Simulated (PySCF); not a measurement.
Si(CCH)(Cl)2(OMe) (C3H4Cl2OSi), SMILES C#C[Si](Cl)(Cl)OC.

Geometry optimised at B3LYP-D3(BJ)/def2-SVP. The values are those of a single conformer.

Two levels are set side by side: TDDFT-PBE/def2-SVPD (PySCF) and TDDFT-CAM-B3LYP/def2-SVPD (PySCF). Vertical, same geometry. The lowest singlet is HOMO→LUMO 93 % with PBE and HOMO→LUMO 56 %, HOMO−1→LUMO+1 22 % with the other functional; states are paired by order. Differences are taken from unrounded values.

```json
[
 {"quantity": "lowest singlet excitation (eV)", "TDDFT-CAM-B3LYP": "5.87", "TDDFT-PBE": "5.56", "TDDFT-PBE minus TDDFT-CAM-B3LYP": "-0.30"},
 {"quantity": "lowest triplet excitation (TDA) (eV)", "TDDFT-CAM-B3LYP": "4.81", "TDDFT-PBE": "4.79", "TDDFT-PBE minus TDDFT-CAM-B3LYP": "-0.02"}
]
```

Functionals without exact exchange tend to place singlet excitations lower, as here. Differences between two approximate levels are no errors against the true value.

Rough cost on one machine, each run with all the roots and properties that it gave: TDDFT-CAM-B3LYP against TDDFT-PBE about 9 times.
